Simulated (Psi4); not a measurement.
BeCl2, charge -1, doublet, at a GFN2-xTB geometry (such geometries of metal compounds can be far from the true shape) (a state made from the parent by changing its charge; the spin is typed, not shown lowest) (a gas-phase anion, which may not be bound at this level); HF/def2-SVP in Psi4.

Input for Psi4:
```
memory 2 GB

molecule {
-1 2
Be    0.63523935   -0.52375334    0.52873359
Cl    1.12177449    0.35563755   -1.20848181
Cl   -1.27124257   -0.23240147    1.08407390
}

set {
  basis def2-svp
  reference uhf
  scf_type pk
  puream true
  d_convergence 1e-8
}

energy('scf')
print_variables()
```

Problem. What does Psi4 print? Leave out banner, timings and long lists.

Solution. 
```
   => Loading Basis Set <=

    Name: DEF2-SVP
    Role: ORBITAL
    Keyword: BASIS

         ---------------------------------------------------------
                                   SCF
               by Justin Turney, Rob Parrish, Andy Simmonett
                          and Daniel G. A. Smith
                              UHF Reference
         ---------------------------------------------------------

  ==> Geometry <==

    Molecular point group: cs
    Full point group: Cs

    Geometry (in Angstrom), charge = -1, multiplicity = 2:

       Center              X                  Y                   Z               Mass
    ------------   -----------------  -----------------  -----------------  -----------------
         BE          -0.715385809184    -0.653225368738     0.000000000000     9.012183065000
         CL           1.226933276514    -1.158555652022     0.000000000000    34.968852682000
         CL          -1.042563833996     1.326905087426     0.000000000000    34.968852682000

  Running in cs symmetry.

  Rotational constants: A =      1.76564  B =      0.08511  C =      0.08120 [cm^-1]
  Rotational constants: A =  52932.44084  B =   2551.57009  C =   2434.22980 [MHz]
  Nuclear repulsion =   81.296996399990235

  Charge       = -1
  Multiplicity = 2
  Electrons    = 39
  Nalpha       = 20
  Nbeta        = 19

  ==> Algorithm <==

  SCF Algorithm Type is PK.
  DIIS enabled.
  MOM disabled.
  Fractional occupation disabled.
  Guess Type is SAD.
  Energy threshold   = 1.00e-06
  Density threshold  = 1.00e-08
  Integral threshold = 1.00e-12

  ==> Primary Basis <==

  Basis Set: DEF2-SVP
    Blend: DEF2-SVP
    Number of shells: 21
    Number of basis functions: 45
    Number of Cartesian functions: 47
    Spherical Harmonics?: true
    Max angular momentum: 2

  ==> Integral Setup <==

  Using in-core PK algorithm.
   Calculation information:
      Number of atoms:                   3
      Number of AO shells:              21
      Number of primitives:             47
      Number of atomic orbitals:        47
      Number of basis functions:        45

      Integral cutoff                 1.00e-12
      Number of threads:                 1

  Performing in-core PK
  Using 1072260 doubles for integral storage.
  We computed 23570 shell quartets total.
  Whereas there are 26796 unique shell quartets.

  ==> DiskJK: Disk-Based J/K Matrices <==

    J tasked:                  Yes
    K tasked:                  Yes
[...]
   @UHF iter  10:  -933.47276331668309   -8.65157e-11   3.68515e-08 DIIS
   @UHF iter  11:  -933.47276331668741   -4.32010e-12   9.63727e-09 DIIS
  Energy and wave function converged.

  ==> Post-Iterations <==

   @Spin Contamination Metric:   1.735421191E-03
   @S^2 Expected:                7.500000000E-01
   @S^2 Observed:                7.517354212E-01
   @S   Expected:                5.000000000E-01
   @S   Observed:                5.000000000E-01

    Orbital Energies [Eh]
    ---------------------

    Alpha Occupied:

[...]
    Alpha Virtual:

[...]
      33Ap     1.685322

    Beta Occupied:

[...]
      15Ap    -0.224613

    Beta Virtual:

[...]
    Final Occupation by Irrep:
             Ap   App
    DOCC [    15,    4 ]
    SOCC [     1,    0 ]
    NA   [    16,    4 ]
    NB   [    15,    4 ]

  @UHF Final Energy:  -933.47276331668741

   => Energetics <=

    Nuclear Repulsion Energy =             81.2969963999902347
    One-Electron Energy =               -1460.8746786755107223
    Two-Electron Energy =                 446.1049189588331387
    Total Energy =                       -933.4727633166874057

  UHF NO Occupations:
  HONO-2 :    4App 1.9996154
  HONO-1 :   15 Ap 1.9996058
  HONO-0 :   16 Ap 1.0000000
  LUNO+0 :   17 Ap 0.0003942
  LUNO+1 :    5App 0.0003846
  LUNO+2 :   18 Ap 0.0000531
  LUNO+3 :   19 Ap 0.0000147

Computation Completed

Properties will be evaluated at   0.000000,   0.000000,   0.000000 [a0]

Properties computed using the SCF density matrix

 Multipole Moments:

 ------------------------------------------------------------------------------------
     Multipole            Electronic (a.u.)      Nuclear  (a.u.)        Total (a.u.)
 ------------------------------------------------------------------------------------

 L = 1.  Multiply by 2.5417464519 to convert [e a0] to [Debye]
 Dipole X            :          0.0372844            0.5153988            0.5526832
 Dipole Y            :          0.0340447            0.4706154            0.5046601
 Dipole Z            :          0.0000000            0.0000000            0.0000000
 Magnitude           :                                                    0.7484253

 ------------------------------------------------------------------------------------

  Variable Map:
  ----------------------------------------------------------------------------
[...]
  Array Variable Map:
  ----------------------------------------------------------------------------
[...]
[...]
```
